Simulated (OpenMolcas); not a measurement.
Cr3+ (d3) in a complex was computed by SS-CASPT2, IPEA 0.25 Eh, imaginary shift 0.1 Eh with the d shell active (OpenMolcas, ANO-RCC-VTZP on the metal). Its lowest spin-free states, and all those of the highest spin:

| 2S+1 | Degeneracy | E (cm-1) |
| --- | --- | --- |
| 4 | 3 | 0 |
| 2 | 2 | 6800 |
| 4 | 3 | 7700 |
| 2 | 3 | 12300 |
| 2 | 3 | 12890 |
| 2 | 3 | 16050 |
| 2 | 1 | 17790 |
| 4 | 3 | 18130 |
| 4 | 1 | 18510 |
| 2 | 3 | 21070 |
| 2 | 3 | 22590 |
| 2 | 2 | 22880 |

Problem. Is the site octahedral, tetrahedral or cube-like, axial, or of lower symmetry?

Solution. The states with 2S+1 = 4 have orbital degeneracies 3, 3, 3, 1. Threefold states need a cubic site. For d3 at this spin an octahedron puts the single A2 below the threefold T2 and a tetrahedron or cube puts the threefold T1 below the threefold T2, so the site is a tetrahedron or a cube, which this pattern cannot tell apart. The run had Cr3+ with 4 ligands (fluoride) in tetrahedral coordination (Td) at 1.74 Å. A charge of +0.25 e stands 2.4 Å behind each ligand. Ligand basis ANO-RCC-VDZP.

Roots that are degenerate in the reference are averaged as groups; the widest CASPT2 spread within a group is 640 cm-1 (the 3-fold group of multiplicity 4 near 7700 cm-1 above the lowest state of its run). Shifts and gaps below about the spread of the groups concerned are not significant. An orbital triplet at a regular site is open to Jahn-Teller coupling, which can distort the site and quench the lowest spin-orbit gaps and is left out. Ligand-to-metal charge-transfer states are missing. These CASPT2 states fit no ligand-field parameters well, so their order and spin gaps are uncertain. With no ligand orbital active B as a rule stays too high, so bands that hang on it stand too high and its fall with covalency is understated. With one d shell and no ligand orbital active, 10Dq can be off by a tenth or more. The distance lies 3 % under the 1.79 Å that this model takes as the normal distance (a Shannon-type radius plus a fixed donor radius); by an R⁻⁵ law this alone changes a d-shell field by about +15 %. No measured value stands beside these numbers; the geometry is a model, was not optimised and need not be the one that this ion takes.
